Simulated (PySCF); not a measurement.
# Molecular orbitals of BrF

PBE0 at R = 1.760 Å; Br cc-pVTZ-PP with ECP10, F cc-pVTZ; scalar-relativistic core potentials (PySCF 2.14). State: ¹Σ⁺ (singlet), closed shell. Only the outer orbitals are listed, counted within each symmetry, core potentials removing the inner ones.

```json
{"orbital": "5σ", "occ.": "2", "ε (eV)": "-33.77", "on Br (%)": "9", "main shells (%)": "89 F s"}
{"orbital": "6σ", "occ.": "2", "ε (eV)": "-22.81", "on Br (%)": "87", "main shells (%)": "87 Br s"}
{"orbital": "7σ", "occ.": "2", "ε (eV)": "-14.22", "on Br (%)": "36", "main shells (%)": "62 F p, 28 Br p"}
{"orbital": "3π", "occ.": "2", "ε (eV)": "-13.03", "on Br (%)": "17", "main shells (%)": "83 F p, 15 Br p"}
{"orbital": "3π", "occ.": "2", "ε (eV)": "-13.03", "on Br (%)": "17", "main shells (%)": "83 F p, 15 Br p"}
{"orbital": "4π", "occ.": "2", "ε (eV)": "-8.78", "on Br (%)": "85", "main shells (%)": "85 Br p, 15 F p"}
{"orbital": "4π", "occ.": "2", "ε (eV)": "-8.78", "on Br (%)": "85", "main shells (%)": "85 Br p, 15 F p"}
{"orbital": "8σ", "occ.": "0", "ε (eV)": "-3.31", "on Br (%)": "79", "main shells (%)": "71 Br p, 22 F p"}
{"orbital": "9σ", "occ.": "0", "ε (eV)": "5.09", "on Br (%)": "103", "main shells (%)": "102 Br s"}
{"orbital": "10σ", "occ.": "0", "ε (eV)": "8.60", "on Br (%)": "100", "main shells (%)": "102 Br p"}
```

Question: Which are the highest filled and the lowest empty level, where do they sit, and how wide is the gap?

Answer: Highest filled 4π at -8.78 eV (in %: 85 Br p, 15 F p); lowest empty 8σ at -3.31 eV (in %: 71 Br p, 22 F p); the gap at PBE0 is 5.47 eV.

| Item | Value |
| --- | --- |
| bond order (Mayer) | 0.98 |
| ⟨S²⟩ | 0.000 |
| charge on Br (Mulliken, basis-dependent) | 0.28 |
| charge on Br (Löwdin, basis-dependent) | 0.26 |
| dipole moment (positive dipole means Br(−)F(+)) | -1.43 D |
| polarisability along the bond | 23.9 bohr³ |
| polarisability across the bond | 15.9 bohr³ |

Shares are Mulliken populations and can fall outside 0 to 100 %.
